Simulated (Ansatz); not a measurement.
CH$_{4}$BInO (`[InH2][CH]1BO1`) at its PBE0-D4/def2-TZVP geometry, where that method's forces vanish. The species carries charge 0 and has multiplicity 1. In: def2 effective core potential.

```xyz
8

In   -1.0530   -1.0580    0.6454
C     0.4171    0.4658    0.3061
B     1.0616    0.7753   -1.0282
O     0.0529    1.5693   -0.7034
H    -2.3238   -1.2394   -0.5012
H    -0.8775   -2.0708    2.0293
H     0.9008    0.9026    1.1808
H     1.8220    0.6553   -1.9287
```

What forces (eV/Å) does B3LYP-D4/def2-TZVPP give on these atoms in Ansatz? (Best estimate.)

The calculation gave: 
```
In1 -0.112 -0.107  0.044
C2   0.261 -0.100  0.299
B3   0.136 -0.005 -0.163
O4  -0.119  0.298 -0.242
H5  -0.045 -0.008 -0.042
H6   0.006 -0.042  0.051
H7  -0.046 -0.042 -0.047
H8  -0.080  0.005  0.100
```

B3LYP here is the variant with VWN-RPA as its local correlation; programs differ in this.
